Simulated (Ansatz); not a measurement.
Molecule: CdI2, charge 0, multiplicity 1. SMILES: [I][Cd][I]
Coordinates optimised at B3LYP-D3(BJ)/def2-TZVP (Ansatz, a first-principles code):
```
Cd
I 1 2.6122
I 1 2.6122 2 180.00
```

### Question
Give the harmonic wavenumbers at B3LYP-D3(BJ)/def2-TZVP (Ansatz, finite differences of forces, unscaled).

### Answer
50, 50, 141, 256 cm⁻¹. Zero-point energy 0.7 kcal/mol.

### Question
From these and the geometry, give the ideal-gas thermochemistry at 298.15 K and 1 atm (rigid rotor, harmonic oscillator).

### Answer
Point group D∞h, rotational symmetry number 2. Rotational constants 0.2918, 0.2918 GHz. S(trans) 43.59, S(rot) 20.41, S(vib) 14.15, S(elec, spin only) 0.00, S 78.1 cal/(mol K). H(298) - H(0) 3.84 kcal/mol; G - E(el) -18.8 kcal/mol.
